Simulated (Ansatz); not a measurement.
Sn₂H (the lowest doublet isomer of a short search) was relaxed with r2SCAN-D4 (def2-TZVP) in Ansatz in these states: neutral doublet, neutral quartet. The geometries follow in no particular order.

In the def2 sets Sn takes a core potential; there is no spin–orbit coupling.

A:

Cartesian coordinates in Å:
```
Sn 0.752 -0.963 0.984
Sn -1.144 0.216 -1.052
H 0.392 0.747 0.068
```

B:

| atom | x (Å) | y (Å) | z (Å) |
| --- | --- | --- | --- |
| Sn1 | 0.164 | 0.106 | -1.437 |
| Sn2 | 0.637 | -0.542 | 1.185 |
| H3 | -0.801 | 0.436 | 0.252 |

Problem. Judge from the bond lengths which geometry belongs to which state (an estimate).

Solution. A is the neutral quartet (Sn1–Sn2 3.023 Å, Sn1–H3 1.973 Å, Sn2–H3 1.973 Å); B is the neutral doublet (Sn1–Sn2 2.742 Å, Sn1–H3 1.973 Å, Sn2–H3 1.973 Å).

At PBE0-D4/def2-TZVP a doublet lies 0.98 eV below the neutral quartet. These are the stationary points nearest to one start from a short search; other shapes may lie lower in each state.
